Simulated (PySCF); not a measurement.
**Computed structure and properties of [BiF6]−**

System: [BiF6]− (singlet); start: displaced along the imaginary mode (C2). Method: PySCF 2.14.0, RKS TPSS, Bi def2-SVP with ECP60, F def2-SVP; non-relativistic Hamiltonian with scalar-relativistic core potentials where named; density fitting; no spin-orbit coupling.

Input of the relaxation:

```python
mol = gto.M(atom='''
Bi    -0.00436     0.00002    -0.00000
F      1.58607    -0.24158     1.31282
F     -0.55544     1.51263     1.31315
F     -1.00668    -1.26688     1.30947
F      1.58813     0.22783    -1.31279
F     -0.99565     1.27555    -1.30948
F     -0.56850    -1.50776    -1.31316''',
    basis={'Bi': 'def2-SVP', 'F': 'def2-SVP'},
    ecp={'Bi': 'def2-SVP'},
    charge=-1, spin=0)
mf = dft.RKS(mol, xc='TPSS')
mf.grids.atom_grid = (50, 194)
mf = mf.density_fit()  # fitting sets: Bi def2-universal-JKFIT, F def2-universal-JKFIT
mf.conv_tol = 1e-08; mf.max_cycle = 55
mf.kernel(dm0)  # dm0: converged density of the start geometry
# quasi-Newton relaxation in Cartesian coordinates to a largest gradient under 0.00045 Eh/bohr, steps kept in the point group
```

Run from Python with OMP_NUM_THREADS=2; the lines above give its settings. Where DIIS fails, smearing, a level shift and second-order steps follow.
It took 44 s on 2 threads of Arm Neoverse V2, with other jobs on the host, from the converged density of the start.

Course of the relaxation:

```
step  energy above end (eV)  largest force component within the symmetry (eV/Å)
   0                 0.6751                                               0.295
   1                 0.5939                                               0.194
   2                 0.3863                                               0.614
   3                 0.1589                                               0.523
   4                 0.0334                                               0.226
   5                 0.0119                                               0.264
   6                 0.0018                                               0.285
   7                 0.0003                                               0.026
   8                 0.0001                                               0.012
   9                 0.0000                                               0.004
```

Relaxed geometry (Oh):

```xyz
7

Bi    0.0062    0.0000    0.0000
F     1.4588   -0.8411    1.1873
F     0.0113    1.6744    1.1939
F    -1.4514   -0.8235    1.1932
F     1.4660    0.8284   -1.1873
F    -1.4442    0.8360   -1.1932
F    -0.0031   -1.6744   -1.1939
```

```
   contact      Å
Bi1–F2 (F)  2.056
Bi1–F3 (F)  2.056
Bi1–F4 (F)  2.056
Bi1–F5 (F)  2.056
Bi1–F6 (F)  2.056
Bi1–F7 (F)  2.056
```

On the finer grid (75, 302):

```yaml
HOMO: -3.84 eV
LUMO: -0.50 eV
Dipole_about_the_centre_of_mass: 0.00 D
Set_of_Mulliken_populations_of_Bi1_outside_the_core_potential: s 3.38, p 7.56, d 10.58
D3_BJ_dispersion_energy_not_in_the_energies: -0.167 eV
```

| atom | Mulliken (e) | Löwdin (e) | spin (e) |
| --- | --- | --- | --- |
| Bi1 | 1.48 | 1.08 | 0.00 |
| F2 | -0.41 | -0.35 | 0.00 |
| F3 | -0.41 | -0.35 | 0.00 |
| F4 | -0.41 | -0.35 | 0.00 |
| F5 | -0.41 | -0.35 | 0.00 |
| F6 | -0.41 | -0.35 | 0.00 |
| F7 | -0.41 | -0.35 | 0.00 |

No frequency check is given for this geometry.

Taking off one F (charge -1, singlet; the rest: singlet) in vacuum, both parts rigid, costs 7.15 eV; the small basis without counterpoise inflates it.

Rigid scan of F along the line from its metal:

(distance to F2 (Å), energy (eV)): (1.76, 1.416), (1.86, 0.522), (1.96, 0.109), (2.06, 0.000), (2.16, 0.077), (2.26, 0.263), (2.46, 0.772), (2.76, 1.550), (3.16, 2.345), (3.66, 2.955)

One start shape was tried, so this needn't be the lowest isomer.
